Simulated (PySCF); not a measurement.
## Spin-rotation constants: `[SeH][Ni-2]([SeH])([SeH])[SeH]`, [H$_{4}$NiSe$_{4}$]2-, charge -2

Geometry (Å), atoms numbered from 1 in this order:
```xyz
9

Ni   -0.228   -0.303   -0.219
Se    0.300    0.305    1.842
H     0.707    1.656    1.558
Se    2.158   -0.027   -1.277
H     2.619   -1.048   -0.425
Se   -1.641    1.666   -0.896
H    -0.483    2.093   -1.585
Se   -1.104   -2.475    0.300
H    -2.327   -1.866    0.703
```

Total charge -2.

Level of theory: GIAO B3LYP/def2-SVP (def2-TZVP on Ni) magnetisability, rotational g tensor and spin-rotation constants, non-relativistic, gas phase in PySCF 2.14.0. Geometry: GFN2-xTB.

The calculation is non-relativistic, which matters for the atoms heavier than Zn. For an ion the centre-of-mass motion in the field is neglected. The highest occupied orbital is unbound at this level, so the values depend on the basis.

(1) Give the nuclear spin-rotation constants along the inertial axes (H = +C I·J) beside the isotropic shieldings.

Answers

(1) Rotational constants 0.4543, 0.4197, 0.3352 GHz. A star marks the isotopologue with that one atom substituted, in its own axes.
```csv
atom,isotope,Caa (kHz),Cbb (kHz),Ccc (kHz),mean (kHz),σ (ppm)
H3,1H,-0.131,-0.080,-0.030,-0.081,55.3
H5,1H,-0.069,0.011,-0.029,-0.029,35.7
H7,1H,0.042,-0.044,-0.032,-0.011,30.0
H9,1H,0.022,-0.039,-0.028,-0.015,30.9
Ni1,61Ni*,-10.850,-7.371,-0.269,-6.163,-23570.3
Se2,77Se*,-3.411,0.254,0.288,-0.956,4710.5
```
For the geometry as given, no vibrational averaging.
